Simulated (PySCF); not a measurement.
ClGeHO, SMILES [OH][Ge][Cl] (connectivity only; charge and spin as stated), neutral, multiplicity 1. Geometry optimised at ωB97X-D3(BJ)/def2-TZVP. Other conformers were not sampled.

Level of theory: ωB97X-D3(BJ)/def2-TZVP in PySCF 2.14.0.

Harmonic wavenumbers (cm⁻¹): 224, 409, 458, 706, 843, 3869. Rotational constants (GHz): 12.75, 3.763, 2.905; symmetry number 1.

Problem. Work out the zero-point energy and the ideal-gas rigid-rotor harmonic-oscillator thermochemistry at 298.15 K and 1 atm.

Solution. ZPE = ½ Σ hcν = ½ × 6509 cm⁻¹ = 9.30 kcal/mol. H − E(el) = 12.47 kcal/mol. Entropy in cal/(mol K): translation 40.39, rotation 25.25, vibration 4.10, total 69.74. G − E(el) = -8.33 kcal/mol. Cp = 13.95 cal/(mol K).
